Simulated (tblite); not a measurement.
2-ethoxy-2-oxo-1,3,2-dioxaphospholane, C4H9O4P.
Geometry (GFN2-xTB, Å), atoms numbered from 1 in this order:
```xyz
18
C4H9O4P angstrom
C      2.3523   -0.9717   -0.0264
C      2.0762    0.4861   -0.3471
O      0.6865    0.7138   -0.5461
P     -0.2509    0.6896    0.7567
O      0.4004    1.0733    1.9938
O     -0.9764   -0.7620    0.7352
C     -2.1611   -0.7413   -0.0265
C     -2.3507    0.7068   -0.5371
O     -1.5274    1.5269    0.2615
H      2.0068   -1.6106   -0.8358
H      1.8194   -1.2398    0.8841
H      3.4180   -1.1254    0.1208
H      2.5558    0.7916   -1.2808
H      2.4251    1.1207    0.4723
H     -2.9868   -1.0457    0.6245
H     -2.0733   -1.4464   -0.8574
H     -3.3795    1.0537   -0.4262
H     -2.0432    0.7867   -1.5839
```

Computed values, GFN2-xTB/tblite, gas phase, harmonic and unscaled. The method is semi-empirical: single wavenumbers can be off by several per cent or more. One conformer, not necessarily the lowest.

Harmonic wavenumbers (cm⁻¹): 51.5, 60.5, 76.5, 101.3, 188.9, 247.7, 252.8, 339.0, 368.6, 412.6, 471.0, 576.1, 640.5, 730.4, 763.6, 792.2, 832.3, 873.2, 947.3, 958.9, 1071.6, 1077.0, 1091.9, 1104.4, 1110.3, 1150.6, 1183.1, 1189.3, 1253.6, 1288.6, 1299.4, 1312.4, 1331.9, 1396.7, 1454.6, 1459.9, 1472.4, 1480.4, 1486.4, 2928.8, 2941.7, 2945.0, 2951.9, 2956.5, 2979.8, 3032.0, 3039.2, 3046.5.

A = 2548, B = 1140, C = 1052 MHz; mass 152.024 u (most abundant isotopes); point group C1, symmetry number 1.

Task: Zero-point energy?

Result: ½Σν̃ = 30360 cm⁻¹ = 363.19 kJ/mol.

Task: What is S at 400 K and 1 bar for an ideal gas of classical rigid rotors and harmonic oscillators?

Result: Translation 177.62, rotation 125.18, vibration 162.84: S = 465.6 J/(mol K).

Task: And Cp and H(400 K) − H(0)?

Result: Cp = 193.96 J/(mol K), of which vibrations give 160.70 (their classical limit is 48 R = 399.1); H(400 K) − H(0) = 46.13 kJ/mol without the zero-point energy, 32.82 from vibrations.

Task: Blend soft modes into free rotors: weight 1/[1 + (100 cm⁻¹/ν̃)⁴] for the oscillator and the rest for a rotor with moment μB/(μ + B), μ = h/(8π²ν), B = 10⁻⁴⁴ kg m². What vibrational entropy results?

Result: 146.37 J/(mol K) in place of 162.84, which changes −T·S at 400 K by +6.59 kJ/mol.

Task: What must be added to the electronic energy to get the Gibbs energy at 400 K and 1 bar?

Result: ZPE + [H(400 K) − H(0)] − T·S = 363.19 + 46.13 − 186.26 = 223.06 kJ/mol.

Task: How do the functions run with temperature in this model?

Result: 
| T (K) | S (J/(mol K)) | Cp (J/(mol K)) | H − H(0) (kJ/mol) | G − H(0) (kJ/mol) | ln q(vib) |
| --- | --- | --- | --- | --- | --- |
| 100 | 296.4 | 78.6 | 5.64 | -24.01 | 2.00 |
| 200 | 362.0 | 114.6 | 15.30 | -57.10 | 4.69 |
| 300 | 415.8 | 154.1 | 28.70 | -96.04 | 7.23 |
| 500 | 512.8 | 228.7 | 67.31 | -189.08 | 12.17 |
| 800 | 637.4 | 300.1 | 147.67 | -362.22 | 19.26 |
| 1000 | 707.7 | 330.2 | 210.87 | -496.88 | 23.68 |

q(vib) and H(0) count from the zero-point level.

Hindered rotation and anharmonicity are outside this model. Other conformers, if any are populated, would add a mixing term that is left out. The structure is chiral; the term R ln 2 for an equal mix with its mirror image is left out.
